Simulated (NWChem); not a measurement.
System: BeHSeBr; SMILES [SeH][Be][Br]

Here is an NWChem input.

```
start job
memory heap 200 mb stack 900 mb global 1100 mb
geometry units angstroms noautoz
  Be    -0.005415     0.047520     0.002771
  Br    -0.099692    -1.911029     0.003328
  Se     0.128025     2.071089     0.002306
  H     -1.343215     2.172146    -0.003578
end
basis spherical
  Be library def2-svp
  Br library def2-svp
  Se library def2-svp
  H library def2-svp
end
dft
  xc m06-2x
  grid xfine
  iterations 150
  mulliken
end
task dft gradient
```

Output (shortened):

```
             Northwest Computational Chemistry Package (NWChem) 7.3.0
             --------------------------------------------------------

 CS  symmetry detected

                             Geometry "geometry" -> ""
                             -------------------------

 Output coordinates in angstroms (scale by  1.889725989 to convert to a.u.)

  No.       Tag          Charge          X              Y              Z
 ---- ---------------- ---------- -------------- -------------- --------------
    1 Be                   4.0000     0.00303935    -0.03200307     0.00000000
    2 Br                  35.0000     0.01149246    -1.99280169     0.00000000
    3 Se                  34.0000     0.03028949     1.99577783     0.00000000
    4 H                    1.0000    -1.44423605     2.01962523     0.00000000

 Effective nuclear repulsion energy (a.u.)     248.5323227429

      Symmetry information
      --------------------

 Group name             Cs
 Group number              2
 Group order               2
 No. of unique centers     4

                                 NWChem DFT Module
                                 -----------------

 Summary of "ao basis" -> "ao basis" (spherical)
 ------------------------------------------------------------------------------
       Tag                 Description            Shells   Functions and Types
 ---------------- ------------------------------  ------  ---------------------
 Be                         def2-svp                 5        9   3s2p
 Br                         def2-svp                12       32   5s4p3d
 Se                         def2-svp                12       32   5s4p3d
 H                          def2-svp                 3        5   2s1p

      Symmetry analysis of basis
      --------------------------

        a'         55
        a"         23

            General Information
            -------------------
          SCF calculation type: DFT
          Wavefunction type:  closed shell.
          No. of atoms     :     4
          No. of electrons :    74
           Alpha electrons :    37
            Beta electrons :    37
          Charge           :     0
          Spin multiplicity:     1
          Use of symmetry is: on ; symmetry adaption is: on
          Maximum number of iterations: 150
          AO basis - number of functions:    78
                     number of shells:    32
          Convergence on energy requested:  1.00D-06
          Convergence on density requested:  1.00D-05
          Convergence on gradient requested:  5.00D-04

              XC Information
              --------------
                       M06-2X Method XC Functional
                     Hartree-Fock (Exact) Exchange  0.540
                        M06-2X Exchange Functional  1.000
                      M06-2X Correlation Potential  1.000

             Grid Information
             ----------------
          Grid used for XC integration:  xfine
          Radial quadrature: Mura-Knowles
          Angular quadrature: Lebedev.
          Tag              B.-S. Rad. Rad. Pts. Rad. Cut. Ang. Pts.
          ---              ---------- --------- --------- ---------
          Be                  1.05      100          10.0      1454
          Br                  1.15      160          12.0      1454
          Se                  1.15      160          11.0      1454
          H                   0.35      100          11.0      1202
          Grid pruning is: on
          Number of quadrature shells:   520
          Spatial weights used:  Erf1

      Superposition of Atomic Density Guess
      -------------------------------------

 Sum of atomic energies:       -4986.65059964

      Non-variational initial energy
      ------------------------------

 Total energy =   -4987.358667
 1-e energy   =   -7439.826700
 2-e energy   =    2203.935710
 HOMO         =      -0.308274
 LUMO         =       0.015509

      Symmetry analysis of molecular orbitals - initial
      -------------------------------------------------

  Numbering of irreducible representations:

     1 a'          2 a"

  Orbital symmetries:

     1 a'          2 a'          3 a'          4 a'          5 a'
     6 a'          7 a"          8 a'          9 a'         10 a"
    11 a'         12 a'         13 a'         14 a'         15 a"
    16 a'         17 a'         18 a"         19 a'         20 a'
    21 a'         22 a"         23 a"         24 a'         25 a'
    26 a'         27 a"         28 a'         29 a"         30 a'
    31 a'         32 a'         33 a'         34 a"         35 a'
    36 a'         37 a"         38 a'         39 a'         40 a"
    41 a'         42 a'         43 a'         44 a"         45 a'
    46 a'         47 a'

     ---------------------------------------------
      Total Density - Mulliken Population Analysis
     ---------------------------------------------

    Atom       Charge   Shell Charges
 -----------   ------   -------------------------------------------------------
    1 Be   4     3.35   1.99  0.63  0.05  0.56  0.12
    2 Br  35    35.41   2.00  2.00  2.00  1.36  0.56  6.00  5.99  2.42  3.07  8.23  1.73  0.06
    3 Se  34    34.44   2.00  2.00  2.00  1.33  0.51  6.00  5.98  2.00  2.61  8.20  1.76  0.07
    4 H    1     0.80   0.56  0.22  0.02

   convergence    iter        energy       DeltaE   RMS-Dens  Diis-err
 ---------------- ----- ----------------- --------- --------- ---------
 d= 0,ls=0.0,diis     1  -4990.5697519997 -5.24D+03  9.77D-03  2.65D-01
 d= 0,ls=0.0,diis     2  -4990.5956640167 -2.59D-02  4.60D-03  7.94D-02
 d= 0,ls=0.0,diis     3  -4990.6078285173 -1.22D-02  1.11D-03  1.12D-02
 d= 0,ls=0.0,diis     4  -4990.6093510606 -1.52D-03  1.86D-04  3.09D-04
 d= 0,ls=0.0,diis     5  -4990.6093906668 -3.96D-05  9.12D-05  8.21D-06
  Resetting Diis
 d= 0,ls=0.0,diis     6  -4990.6093942374 -3.57D-06  1.40D-05  5.39D-07
 d= 0,ls=0.0,diis     7  -4990.6093943574 -1.20D-07  3.49D-06  2.23D-08

         Total DFT energy =    -4990.609394357360
      One electron energy =    -7442.894614005450
           Coulomb energy =     2385.724834223486
    Exchange-Corr. energy =     -181.971937318312
 Nuclear repulsion energy =      248.532322742917

 Numeric. integr. density =       74.000000241843

                  Occupations of the irreducible representations
                  ----------------------------------------------

                     irrep           alpha         beta
                     --------     --------     --------
                     a'               27.0         27.0
                     a"               10.0         10.0

                       DFT Final Molecular Orbital Analysis
                       ------------------------------------

 Vector   35  Occ=2.000000D+00  E=-3.751081D-01  Symmetry=a"
              MO Center=  1.0D-02, -1.7D+00,  3.7D-13, r^2= 2.1D+00
   Bfn.  Coefficient  Atom+Function         Bfn.  Coefficient  Atom+Function
  ----- ------------  ---------------      ----- ------------  ---------------
    26      0.561463  2 Br pz                23      0.497159  2 Br pz
    20     -0.331011  2 Br pz                 6     -0.144803  1 Be pz
    17      0.107435  2 Br pz                55      0.086949  3 Se pz
    58      0.073880  3 Se pz                 9      0.059140  1 Be pz
    52     -0.053888  3 Se pz                38      0.032334  2 Br d -1

 Vector   36  Occ=2.000000D+00  E=-3.719740D-01  Symmetry=a'
              MO Center=  4.5D-02, -1.4D+00, -2.9D-16, r^2= 3.2D+00
   Bfn.  Coefficient  Atom+Function         Bfn.  Coefficient  Atom+Function
  ----- ------------  ---------------      ----- ------------  ---------------
    24      0.553149  2 Br px                21      0.481514  2 Br px
    18     -0.321354  2 Br px                54     -0.131206  3 Se py
    57     -0.124945  3 Se py                 4     -0.105127  1 Be px
    15      0.104308  2 Br px                46     -0.095860  3 Se s
    45     -0.089785  3 Se s                 56     -0.087181  3 Se px

 Vector   37  Occ=2.000000D+00  E=-3.114886D-01  Symmetry=a"
              MO Center=  9.3D-04,  1.6D+00,  1.3D-13, r^2= 2.7D+00
   Bfn.  Coefficient  Atom+Function         Bfn.  Coefficient  Atom+Function
  ----- ------------  ---------------      ----- ------------  ---------------
    58      0.585099  3 Se pz                55      0.466458  3 Se pz
    52     -0.300719  3 Se pz                26     -0.180017  2 Br pz
    23     -0.124263  2 Br pz                 6     -0.117922  1 Be pz
    49      0.097532  3 Se pz                20      0.085049  2 Br pz
     9      0.053202  1 Be pz                70     -0.035858  3 Se d -1

 Vector   38  Occ=0.000000D+00  E=-1.078037D-02  Symmetry=a'
              MO Center=  1.2D-01,  1.6D-01,  1.2D-15, r^2= 4.1D+00
   Bfn.  Coefficient  Atom+Function         Bfn.  Coefficient  Atom+Function
  ----- ------------  ---------------      ----- ------------  ---------------
     7      0.591515  1 Be px                 4     -0.526884  1 Be px
    75      0.499622  4 H  s                 46     -0.396058  3 Se s
    24     -0.350136  2 Br px                74      0.203178  4 H  s
     3      0.190592  1 Be s                 21     -0.153180  2 Br px
    56      0.141442  3 Se px                18      0.107034  2 Br px

[...]

                         DFT ENERGY GRADIENTS

    atom               coordinates                        gradient
                 x          y          z           x          y          z
   1 Be      0.005744  -0.060477   0.000000   -0.000137  -0.000775   0.000000
   2 Br      0.021718  -3.765849   0.000000    0.000022   0.000947   0.000000
   3 Se      0.057239   3.771473   0.000000    0.001056  -0.000060   0.000000
   4 H      -2.729210   3.816538   0.000000   -0.000942  -0.000112   0.000000
```

Level: M06-2X/def2-SVP. Structure relaxed at the PBE0/def2-SVP level.
